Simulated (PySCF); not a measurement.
# Working out the excitation energy of B

B [He] 2s2 2p1 (2P) → B [He] 2s1 2p2 (4P). Calculation: PySCF 2.14, in x2c-TZVPPall (5s3p2d1f, 31 functions); scalar relativity by spin-free X2C-1e. Frozen: nothing. Energies in hartree (1 hartree = 27.21139 eV):

```
             part   B (lower)   B (upper)
              UHF  -24.539064  -24.458440
MP2 opposite-spin   -0.054831   -0.014435
    MP2 same-spin   -0.003628   -0.011628
```

Question: What does Hartree-Fock give?

Answer: (-24.458440) − (-24.539064) = 0.080624 hartree = 2.194 eV.

Question: What do MP2 and SCS-MP2 (6/5 opposite-spin, 1/3 same-spin) give?

Answer: The opposite-spin parts differ by 1.099 eV and the same-spin parts by -0.218 eV. MP2: 2.194 + (1.099) + (-0.218) = 3.075 eV. SCS-MP2: 2.194 + 1.2 × (1.099) + (-0.218)/3 = 3.440 eV.
